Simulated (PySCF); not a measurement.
PySCF input for CF3, SMILES F[C](F)F (connectivity only; charge and spin as stated), charge +1, multiplicity 1, TDA-CAM-B3LYP/def2-SVPD. Coordinates come from a B3LYP-D3(BJ)/def2-TZVP optimisation. The spin state was assumed, not searched. The isomer is the one that the SMILES or the coordinates give; other isomers of the formula were not compared.

```python
import numpy as np
from pyscf import gto, scf, dft, tdscf

mol = gto.M(
    atom='''
    F    -1.23568960    0.00000000    0.00000000
    C     0.00000000    0.00000000    0.00000000
    F     0.61784480   -1.07013859    0.00000000
    F     0.61784480    1.07013859    0.00000000
    ''',
    basis='def2-SVPD',
    charge=1,
    spin=0,
    symmetry=True,
    max_memory=1600,
    verbose=4,
)
mf = dft.RKS(mol, xc='cam-b3lyp').density_fit(auxbasis='def2-universal-jkfit')
mf.grids.level = 3
mf.conv_tol = 1e-9
mf.max_cycle = 100
mf.kernel()
mf.grids = dft.Grids(mol).set(level=1).build(with_non0tab=True)  # coarser grid for the response kernel
td = tdscf.TDA(mf)
td.singlet = True
td.nstates = 10
td.conv_tol = 1e-4
td.kernel(x0=td.get_init_guess(mf, 15))
td.analyze()
tt = tdscf.TDA(mf)
tt.singlet = False
tt.nstates = 4
tt.conv_tol = 1e-4
tt.kernel(x0=tt.get_init_guess(mf, 9))
tt.analyze(verbose=3)
```

Output:

```
PySCF version 2.14.0

[INPUT] verbose = 4
[INPUT] num. atoms = 4
[INPUT] num. electrons = 32
[INPUT] charge = 1
[INPUT] spin (= nelec alpha-beta = 2S) = 0
[INPUT] symmetry True subgroup None
[INPUT] Mole.unit = angstrom
[INPUT] Symbol           X                Y                Z      unit          X                Y                Z       unit  Magmom
[INPUT]  1 F     -1.235689600000   0.000000000000   0.000000000000 AA   -2.335114918973   0.000000000000   0.000000000000 Bohr   0.0
[INPUT]  2 C      0.000000000000   0.000000000000   0.000000000000 AA    0.000000000000   0.000000000000   0.000000000000 Bohr   0.0
[INPUT]  3 F      0.617844800000  -1.070138590000   0.000000000000 AA    1.167557459487  -2.022268850428   0.000000000000 Bohr   0.0
[INPUT]  4 F      0.617844800000   1.070138590000   0.000000000000 AA    1.167557459487   2.022268850428   0.000000000000 Bohr   0.0

nuclear repulsion = 129.456632828346
point group symmetry = D3h, use subgroup C2v
symmetry origin: [0. 0. 0.]
symmetry axis x: [ 0.  1. -0.]
symmetry axis y: [0. 0. 1.]
symmetry axis z: [ 1. -0.  0.]
num. orbitals of irrep A1 = 37
num. orbitals of irrep A2 = 11
num. orbitals of irrep B1 = 25
num. orbitals of irrep B2 = 16
number of shells = 35
number of NR pGTOs = 129
number of NR cGTOs = 89
basis = def2-SVPD
ecp = {}


[settings echo left out]
init E= -338.204803943192
HOMO (B1) = -0.52058929578854  LUMO (B2) = -0.00702760690762871  gap/eV = 13.97473
cycle= 1 E= -336.712305033694  delta_E= 1.49  |g|= 0.959  |ddm|= 2.28
HOMO (B1) = -0.87624697177975  LUMO (B2) = -0.504068250973222  gap/eV = 10.12750
cycle= 2 E= -336.694440315898  delta_E= 0.0179  |g|= 1.15  |ddm|= 1.57
HOMO (B1) = -0.898109831926748  LUMO (B2) = -0.38387877673476  gap/eV = 13.99294
cycle= 3 E= -336.902361271046  delta_E= -0.208  |g|= 0.136  |ddm|= 0.843
HOMO (B1) = -0.86474873195045  LUMO (B2) = -0.351827182341266  gap/eV = 13.95731
cycle= 4 E= -336.904916710858  delta_E= -0.00256  |g|= 0.00967  |ddm|= 0.081
HOMO (B1) = -0.864056837623956  LUMO (B2) = -0.348652040678809  gap/eV = 14.02488
cycle= 5 E= -336.904940104977  delta_E= -2.34e-05  |g|= 0.00107  |ddm|= 0.0138
HOMO (B1) = -0.864000193687828  LUMO (B2) = -0.348516010235698  gap/eV = 14.02704
cycle= 6 E= -336.90494052332  delta_E= -4.18e-07  |g|= 0.000182  |ddm|= 0.00189
HOMO (B1) = -0.864040100869972  LUMO (B2) = -0.348581405835647  gap/eV = 14.02635
cycle= 7 E= -336.904940540118  delta_E= -1.68e-08  |g|= 3.85e-05  |ddm|= 0.000301
HOMO (B1) = -0.864041940521246  LUMO (B2) = -0.348576109673949  gap/eV = 14.02654
cycle= 8 E= -336.904940540629  delta_E= -5.1e-10  |g|= 4.03e-06  |ddm|= 5.8e-05
HOMO (B1) = -0.864042007838928  LUMO (B2) = -0.348575333321467  gap/eV = 14.02656
Extra cycle  E= -336.90494054063  delta_E= -1.02e-12  |g|= 3.55e-06  |ddm|= 6.62e-06
converged SCF energy = -336.90494054063
tot grids = 21080


******** <class 'pyscf.tdscf.rks.TDA'> for <class 'pyscf.df.df_jk.DFSymAdaptedRKS'> ********
nstates = 10 singlet
deg_eia_thresh = 1.000e-03
wfnsym = None
conv_tol = 0.0001
eigh lindep = 1e-12
eigh level_shift = 0
eigh max_cycle = 100


Excitation energies (eV)
[ 8.64713523 10.10542906 10.10546767 11.4023378  11.40233876 13.20728452
 14.1303478  14.13052549 14.38005545 14.38005601]

** Singlet excitation energies and oscillator strengths **
Excited State   1:   A2      8.64714 eV    143.38 nm  f=0.0000
      16 -> 17        0.70665
Excited State   2:   B2     10.10543 eV    122.69 nm  f=0.0000
      13 -> 17       -0.70641
Excited State   3:   A2     10.10547 eV    122.69 nm  f=0.0000
      12 -> 17       -0.70641
Excited State   4:   B1     11.40234 eV    108.74 nm  f=0.1608
      12 -> 18        0.10690
      14 -> 17       -0.67323
Excited State   5:   A1     11.40234 eV    108.74 nm  f=0.1608
      13 -> 18       -0.10689
      15 -> 17        0.67323
Excited State   6:   B1     13.20728 eV     93.88 nm  f=0.0000
      16 -> 18       -0.69223
      16 -> 22        0.12659
Excited State   7:   A2     14.13035 eV     87.74 nm  f=0.0000
      14 -> 18        0.68467
      14 -> 22       -0.13635
Excited State   8:   B2     14.13053 eV     87.74 nm  f=0.0000
      15 -> 18       -0.68467
      15 -> 22        0.13634
Excited State   9:   A2     14.38006 eV     86.22 nm  f=0.0000
      10 -> 17       -0.69996
Excited State  10:   B2     14.38006 eV     86.22 nm  f=0.0000
       9 -> 17       -0.69996

** Transition electric dipole moments (AU) **
state          X           Y           Z        Dip. S.      Osc.
  1        -0.0000      0.0000      0.0000      0.0000      0.0000
  2        -0.0000     -0.0000     -0.0000      0.0000      0.0000
  3        -0.0000      0.0000      0.0000      0.0000      0.0000
  4        -0.0000      0.7586      0.0000      0.5755      0.1608
  5        -0.7586     -0.0000      0.0000      0.5755      0.1608
  6         0.0000     -0.0000      0.0000      0.0000      0.0000
  7        -0.0000      0.0000      0.0000      0.0000      0.0000
  8         0.0000      0.0000     -0.0000      0.0000      0.0000
  9        -0.0000     -0.0000      0.0000      0.0000      0.0000
 10        -0.0000     -0.0000      0.0000      0.0000      0.0000

** Transition velocity dipole moments (imaginary part, AU) **
state          X           Y           Z        Dip. S.      Osc.
  1         0.0000      0.0000      0.0000      0.0000      0.0000
  2         0.0000      0.0000     -0.0000      0.0000      0.0000
  3         0.0000     -0.0000      0.0000      0.0000      0.0000
  4        -0.0000      0.0944      0.0000      0.0089      0.0142
  5        -0.0944     -0.0000      0.0000      0.0089      0.0142
  6        -0.0000     -0.0000      0.0000      0.0000      0.0000
  7         0.0000     -0.0000      0.0000      0.0000      0.0000
  8        -0.0000     -0.0000     -0.0000      0.0000      0.0000
  9        -0.0000      0.0000      0.0000      0.0000      0.0000
 10        -0.0000     -0.0000      0.0000      0.0000      0.0000

** Transition magnetic dipole moments (imaginary part, AU) **
state          X           Y           Z
  1        -0.0000      0.0000      0.0000
  2         0.0000     -0.9144      0.0000
  3         0.9144      0.0000      0.0000
  4         0.0000      0.0000      0.0000
  5         0.0000     -0.0000     -0.0000
  6        -0.0000      0.0000      0.3888
  7        -0.7798     -0.0000     -0.0000
  8        -0.0000     -0.7798     -0.0000
  9         0.8205      0.0000      0.0000
 10        -0.0000     -0.8204      0.0000


******** <class 'pyscf.tdscf.rks.TDA'> for <class 'pyscf.df.df_jk.DFSymAdaptedRKS'> ********
nstates = 4 triplet
deg_eia_thresh = 1.000e-03
wfnsym = None
conv_tol = 0.0001
eigh lindep = 1e-12
eigh level_shift = 0
eigh max_cycle = 100


Excitation energies (eV)
[8.30235045 8.94562806 8.9456506  9.75836365]

** Triplet excitation energies and oscillator strengths **
Excited State   1:   A2      8.30235 eV    149.34 nm  f=0.0000
Excited State   2:   B1      8.94563 eV    138.60 nm  f=0.0000
Excited State   3:   A1      8.94565 eV    138.60 nm  f=0.0000
Excited State   4:   B2      9.75836 eV    127.05 nm  f=0.0000
```

The run converged.
